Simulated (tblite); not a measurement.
C₅H₁₃Si₂ (doublet state).
Structure used (GFN2-xTB), in Å, numbered top down from 1:
```xyz
20
C5H13Si2 angstrom
C      0.4341   -1.3278    0.9321
C     -0.7024   -0.6147    0.2298
C     -0.9592   -1.1722   -1.1695
C     -0.3139    0.8318    0.1459
Si    -1.6368    2.1728    0.0172
C      0.9878    1.0691    0.1628
Si     2.1675   -0.4642    0.2485
H      0.4078   -1.1350    2.0014
H      0.4401   -2.4002    0.7591
H     -1.6258   -0.7336    0.8169
H     -1.7737   -0.6357   -1.6521
H     -1.2229   -2.2268   -1.1172
H     -0.0658   -1.0645   -1.7799
H     -2.5918    1.8225   -1.0392
H     -1.0092    3.4582   -0.2825
H     -2.3482    2.2401    1.2981
H      1.3998    2.0624    0.0909
H      3.2721    0.3870   -0.3517
H      2.8764   -0.7704    1.5056
H      2.2588   -1.4880   -0.8191
```

Computed with GFN2-xTB (tblite): harmonic, unscaled wavenumbers at the GFN2-xTB geometry, gas phase. This tight-binding method is rough: wavenumbers can miss measured ones by several per cent, in bad cases by 10 to 20. Modes of hydrogen on silicon can be 10 to 20 % off. One conformer, not necessarily the lowest. Open shells enter through the occupations alone, without spin polarisation, and single modes of such species can be off by tens of per cent.

Harmonic wavenumbers (cm⁻¹): 45.7, 97.1, 135.1, 168.7, 173.6, 207.3, 237.3, 313.9, 331.4, 363.1, 449.3, 486.8, 531.4, 554.2, 585.1, 603.0, 653.7, 695.9, 733.0, 772.1, 779.5, 789.0, 794.6, 807.4, 913.4, 946.3, 984.7, 1004.9, 1023.8, 1041.1, 1091.4, 1141.4, 1168.8, 1177.3, 1283.3, 1297.4, 1404.2, 1451.3, 1496.8, 1497.9, 1628.3, 1778.7, 2084.8, 2144.9, 2234.1, 2240.3, 2282.5, 2854.7, 3011.6, 3017.7, 3023.9, 3029.8, 3041.1, 3078.4.

A = 2760, B = 1189, C = 955.3 MHz; mass 129.056 u (most abundant isotopes); point group C1, symmetry number 1; spin multiplicity 2.

**Question.** Zero-point energy?

**Answer.** ½Σν̃ = 32842 cm⁻¹ = 93.90 kcal/mol.

**Question.** Entropy at 298.15 K, 1 bar (ideal gas, RRHO, classical rotation)?

**Answer.** Translation 40.50, rotation 29.02, vibration 30.32, spin (R ln 2) 1.38: S = 101.2 cal/(mol K).

**Question.** And Cp and H(298.15 K) − H(0)?

**Answer.** Cp = 43.00 cal/(mol K), of which vibrations give 35.05 (their classical limit is 54 R = 107.3); H(298.15 K) − H(0) = 7.39 kcal/mol without the zero-point energy, 5.02 from vibrations.

**Question.** What must be added to the electronic energy to get the Gibbs energy at 298.15 K and 1 bar?

**Answer.** ZPE + [H(298.15 K) − H(0)] − T·S = 93.90 + 7.39 − 30.18 = 71.11 kcal/mol.

**Question.** How do the functions run with temperature in this model?

**Answer.** 
```json
{"T (K)": "100", "S (cal/(mol K))": "69.8", "Cp (cal/(mol K))": "18.8", "H − H(0) (kcal/mol)": "1.27", "G − H(0) (kcal/mol)": "-5.72", "ln q(vib)": "1.46"}
{"T (K)": "200", "S (cal/(mol K))": "86.6", "Cp (cal/(mol K))": "31.0", "H − H(0) (kcal/mol)": "3.75", "G − H(0) (kcal/mol)": "-13.56", "ln q(vib)": "4.05"}
{"T (K)": "300", "S (cal/(mol K))": "101.5", "Cp (cal/(mol K))": "43.2", "H − H(0) (kcal/mol)": "7.47", "G − H(0) (kcal/mol)": "-22.98", "ln q(vib)": "6.84"}
{"T (K)": "500", "S (cal/(mol K))": "128.5", "Cp (cal/(mol K))": "62.8", "H − H(0) (kcal/mol)": "18.20", "G − H(0) (kcal/mol)": "-46.03", "ln q(vib)": "12.58"}
{"T (K)": "800", "S (cal/(mol K))": "162.4", "Cp (cal/(mol K))": "81.2", "H − H(0) (kcal/mol)": "40.05", "G − H(0) (kcal/mol)": "-89.84", "ln q(vib)": "20.89"}
{"T (K)": "1000", "S (cal/(mol K))": "181.4", "Cp (cal/(mol K))": "89.1", "H − H(0) (kcal/mol)": "57.12", "G − H(0) (kcal/mol)": "-124.26", "ln q(vib)": "26.01"}
```

q(vib) and H(0) count from the zero-point level.

**Question.** Blend soft modes into free rotors: weight 1/[1 + (100 cm⁻¹/ν̃)⁴] for the oscillator and the rest for a rotor with moment μB/(μ + B), μ = h/(8π²ν), B = 10⁻⁴⁴ kg m². What vibrational entropy results?

**Answer.** 28.61 cal/(mol K) in place of 30.32, which changes −T·S at 298.15 K by +0.51 kcal/mol.

Hindered rotation and anharmonicity are outside this model. Other conformers, if any are populated, would add a mixing term that is left out. The structure is chiral; the term R ln 2 for an equal mix with its mirror image is left out.
